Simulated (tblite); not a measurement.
Record of a relaxation.

Compound: C6H15BS.
Bonds: C1–C2, C2–B3, B3–S4, S4–C5, B3–C6, C6–C7, C6–C8. Hydrogens: H9, H10, H11 on C1; H12, H13 on C2; H14, H15, H16 on C5; H17 on C6; H18, H19, H20 on C7; H21, H22, H23 on C8.

Computed with GFN2-xTB (tblite), gas phase: L-BFGS steps from a force-field or distance-geometry start until the largest atomic force falls under 0.01 eV/Å. 4 of its 124 geometries are shown.

Step 0: E = -678.8607 eV, largest atomic force 1.976 eV/Å
```
atom  x, y, z in Å  |  force x, y, z in eV/Å
C1     -1.409   -2.113    0.334   -0.879  -0.118   0.563
C2     -1.521   -0.629   -0.006   -0.453   0.502   0.861
B3     -0.131    0.112    0.083   -0.994   1.693  -0.223
S4     -0.133    2.009    0.190    0.845  -1.074   0.070
C5     -1.807    2.667    0.236   -1.551  -0.576   0.178
C6      1.274   -0.567   -0.039   -0.218  -0.106   0.721
C7      2.188   -0.109    1.095    1.162  -0.001   0.567
C8      1.881   -0.080   -1.339    0.035  -0.192  -1.483
H9     -0.684   -2.629   -0.300   -0.158   0.079   0.356
H10    -1.157   -2.155    1.427    0.012  -0.426  -1.127
H11    -2.408   -2.578    0.187    0.676   0.046   0.181
H12    -2.053   -0.460   -0.959    0.284  -0.138   0.267
H13    -2.185   -0.193    0.801    0.350  -0.294  -0.807
H14    -2.097    3.047    1.234    0.538  -0.099  -0.421
H15    -2.490    1.808    0.039    0.294   0.811  -0.165
H16    -1.945    3.475   -0.503    0.231  -0.566   0.300
H17     1.239   -1.670    0.018   -0.076   0.444  -0.304
H18     1.645    0.452    1.867    0.386  -0.346  -0.138
H19     2.971    0.550    0.657   -0.522  -0.284   0.832
H20     2.714   -0.987    1.525   -0.348   0.671   0.062
H21     1.154    0.568   -1.895    0.965  -0.414   0.348
H22     2.818    0.442   -1.109   -0.495   0.091  -0.645
H23     2.129   -0.933   -1.986   -0.084   0.297   0.006
```

Step 41: E = -679.6219 eV, largest atomic force 0.113 eV/Å
```
atom  x, y, z in Å  |  force x, y, z in eV/Å
C1     -1.423   -2.001    0.307   -0.017  -0.035   0.023
C2     -1.537   -0.492    0.075    0.030  -0.032   0.030
B3     -0.154    0.294    0.083    0.021   0.043  -0.057
S4     -0.134    2.071    0.144    0.035  -0.032  -0.036
C5     -1.886    2.603    0.207   -0.014   0.017   0.010
C6      1.249   -0.477   -0.001    0.039  -0.008   0.080
C7      2.212   -0.099    1.134    0.080   0.049   0.063
C8      1.944   -0.269   -1.367   -0.005   0.012   0.022
H9     -0.944   -2.489   -0.539   -0.058   0.018  -0.013
H10    -0.826   -2.206    1.193   -0.051   0.003   0.051
H11    -2.405   -2.443    0.454   -0.031  -0.024  -0.056
H12    -2.051   -0.332   -0.881    0.040  -0.018   0.034
H13    -2.206   -0.078    0.838    0.009  -0.071   0.041
H14    -2.166    2.760    1.244    0.023   0.001   0.036
H15    -2.536    1.866   -0.245    0.026  -0.006  -0.080
H16    -1.956    3.540   -0.335    0.047   0.022   0.013
H17     1.082   -1.551    0.107   -0.065  -0.043  -0.029
H18     1.759   -0.271    2.111   -0.017  -0.042  -0.087
H19     2.484    0.954    1.080   -0.010  -0.014  -0.043
H20     3.121   -0.701    1.070   -0.061   0.081   0.009
H21     1.263    0.142   -2.108   -0.030  -0.010  -0.009
H22     2.779    0.419   -1.263   -0.029   0.067  -0.027
H23     2.326   -1.211   -1.754    0.038   0.020   0.023
```

Step 82: E = -679.7855 eV, largest atomic force 0.044 eV/Å
```
atom  x, y, z in Å  |  force x, y, z in eV/Å
C1     -1.508   -2.009    0.319   -0.004   0.003   0.000
C2     -1.541   -0.484    0.205   -0.004  -0.008   0.011
B3     -0.140    0.255    0.093    0.001  -0.006   0.009
S4     -0.075    2.031    0.035    0.040   0.012  -0.011
C5     -1.810    2.593    0.127    0.024  -0.006   0.010
C6      1.261   -0.512   -0.010    0.008  -0.004  -0.007
C7      2.224   -0.122    1.121    0.018   0.010   0.000
C8      1.932   -0.228   -1.364    0.011   0.004  -0.008
H9     -1.007   -2.447   -0.541   -0.010  -0.009  -0.001
H10    -0.980   -2.316    1.219    0.001   0.003  -0.014
H11    -2.519   -2.410    0.364    0.011   0.001   0.008
H12    -2.153   -0.228   -0.669    0.005   0.004   0.013
H13    -2.093   -0.093    1.068   -0.018  -0.001  -0.009
H14    -2.200    2.404    1.122   -0.016  -0.015  -0.013
H15    -2.402    2.081   -0.623   -0.021   0.009  -0.002
H16    -1.802    3.660   -0.070    0.005  -0.005   0.010
H17     1.118   -1.595    0.051   -0.004  -0.008   0.011
H18     1.810   -0.392    2.091   -0.006   0.010  -0.022
H19     2.407    0.951    1.113    0.001  -0.023  -0.010
H20     3.177   -0.638    1.000   -0.033   0.025   0.015
H21     1.278   -0.518   -2.184    0.028   0.007   0.010
H22     2.155    0.834   -1.461   -0.011  -0.023   0.005
H23     2.863   -0.787   -1.450   -0.027   0.020  -0.006
```

Step 123: E = -679.7903 eV, largest atomic force 0.010 eV/Å
```
atom  x, y, z in Å  |  force x, y, z in eV/Å
C1     -1.515   -2.013    0.319    0.001   0.003   0.002
C2     -1.543   -0.487    0.213    0.002   0.006  -0.001
B3     -0.141    0.246    0.074    0.004   0.006   0.005
S4     -0.068    2.023    0.002    0.003  -0.004   0.001
C5     -1.799    2.589    0.128    0.002  -0.002   0.000
C6      1.262   -0.517   -0.021    0.002   0.000   0.002
C7      2.207   -0.100    1.117    0.001  -0.001  -0.001
C8      1.947   -0.240   -1.368   -0.002  -0.002   0.003
H9     -1.070   -2.454   -0.569    0.004   0.009  -0.003
H10    -0.937   -2.326    1.185    0.000  -0.005   0.005
H11    -2.525   -2.405    0.424   -0.001  -0.005   0.001
H12    -2.176   -0.221   -0.641   -0.003   0.005  -0.002
H13    -2.073   -0.099    1.091    0.000  -0.004   0.002
H14    -2.219    2.278    1.079   -0.002  -0.003   0.003
H15    -2.380    2.184   -0.694   -0.004  -0.001  -0.005
H16    -1.776    3.672    0.070   -0.002   0.002  -0.002
H17     1.125   -1.601    0.054    0.002   0.000   0.005
H18     1.764   -0.323    2.086   -0.002   0.001  -0.005
H19     2.408    0.968    1.069   -0.005  -0.004  -0.003
H20     3.152   -0.634    1.041   -0.004   0.000   0.001
H21     1.319   -0.569   -2.193    0.000   0.001  -0.006
H22     2.136    0.825   -1.484    0.000   0.004   0.000
H23     2.897   -0.768   -1.427    0.002  -0.006  -0.002
```

Problem. Summarise the path.

Solution. The energy falls by 21.44 kcal/mol from step 0 to step 123; nine tenths of that is first reached at step 54. It rises by more than 0.2 meV at step 30. The largest force goes from 1.976 to 0.010 eV/Å. Among the bonds B3–S4 changes most, from 1.900 to 1.780 Å; the atoms move by 0.578 Å rms after alignment.

Problem. Follow the three bonds and two angles with the largest change from start to end.

Solution. 
```
step  E above end (kcal/mol)  largest force (eV/Å)  B3–S4 (Å)  C2–H13 (Å)  C1–H10 (Å)  B3–S4–C5 (°)  H14–C5–H15 (°)
   0                   21.44                 1.976      1.900       1.132       1.122         111.5           105.3
   5                    9.69                 0.409      1.772       1.093       1.083         108.9           111.1
  11                    7.97                 0.153      1.771       1.095       1.088         108.5           110.7
  16                    7.71                 0.111      1.780       1.095       1.087         108.3           110.4
  21                    7.49                 0.144      1.776       1.094       1.088         108.0           111.4
  27                    6.64                 0.240      1.782       1.096       1.090         107.6           109.9
  32                    5.53                 0.196      1.775       1.093       1.086         107.1           109.4
  37                    4.27                 0.205      1.769       1.095       1.090         106.7           111.2
  43                    3.67                 0.154      1.777       1.097       1.086         106.3           109.9
  48                    3.13                 0.166      1.782       1.094       1.089         105.2           111.3
  53                    2.22                 0.241      1.768       1.098       1.086         106.4           110.7
  59                    1.54                 0.128      1.781       1.096       1.090         106.3           110.2
  64                    1.17                 0.175      1.784       1.095       1.086         106.9           111.0
  70                    0.61                 0.104      1.779       1.096       1.087         107.2           110.2
  75                    0.27                 0.103      1.780       1.097       1.088         106.3           110.3
  80                    0.13                 0.056      1.781       1.095       1.087         105.8           110.7
  86                    0.09                 0.032      1.779       1.096       1.087         105.5           110.3
  91                    0.07                 0.023      1.779       1.096       1.087         105.4           110.6
  96                    0.06                 0.031      1.780       1.096       1.087         105.4           110.5
 102                    0.02                 0.028      1.779       1.096       1.087         105.4           110.5
 107                    0.01                 0.015      1.779       1.096       1.087         105.4           110.5
 112                    0.01                 0.011      1.780       1.096       1.087         105.4           110.5
 118                    0.00                 0.012      1.779       1.096       1.087         105.5           110.5
 123                    0.00                 0.010      1.780       1.096       1.087         105.5           110.5
```

What follows is the cost of the whole relaxation. Hardware: one thread, Arm Neoverse N1 (aarch64), shared host with 64 logical CPUs at a one-minute load of 62. Cost: 1.8 s of wall time.
